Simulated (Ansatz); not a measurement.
Reaction (redistribution): `[OH][Mg][F]` + `[SiH3][O][InH][O][SiH3]` → `[OH][MgH]` + `[F][In]([O][SiH3])[O][SiH3]`

Calculated with Ansatz (gas phase, PBE0-D4/def2-TZVP geometries, no zero-point term in ΔE). CCSD(T)/CBS adds triple-zeta CCSD(T) − MP2 to the extrapolated MP2 energy (def2 sets, frozen cores). def2 core potentials past Kr. For In, Mg outer-core shells are correlated without core-valence functions, which leaves a few kJ/mol of doubt a bond. One conformer a species, not always the lowest.

```json
{"species": "`[OH][Mg][F]`", "CCSD(T)/CBS(def2) energy (Eh)": "-375.57775"}
{"species": "`[SiH3][O][InH][O][SiH3]`", "CCSD(T)/CBS(def2) energy (Eh)": "-922.63231"}
{"species": "`[OH][MgH]`", "CCSD(T)/CBS(def2) energy (Eh)": "-276.29839"}
{"species": "`[F][In]([O][SiH3])[O][SiH3]`", "CCSD(T)/CBS(def2) energy (Eh)": "-1021.85618"}
```

(1) Work out ΔE.

Largest T1 diagnostic among the species: 0.016.

## Answers

(1) ΔE = (-276.29839) + (-1021.85618) − (-375.57775) − (-922.63231) = 0.05549 Eh = +145.7 kJ/mol.

From PBE to PBE0 (25 % exact exchange), in def2-TZVPP and without D4, ΔE moves by +4.8 kJ/mol. In def2-TZVPP, CCSD(T) changes the Hartree–Fock value by +6.6 kJ/mol (the triples alone add −2.3 kJ/mol) and MP2 by +14.0 kJ/mol.
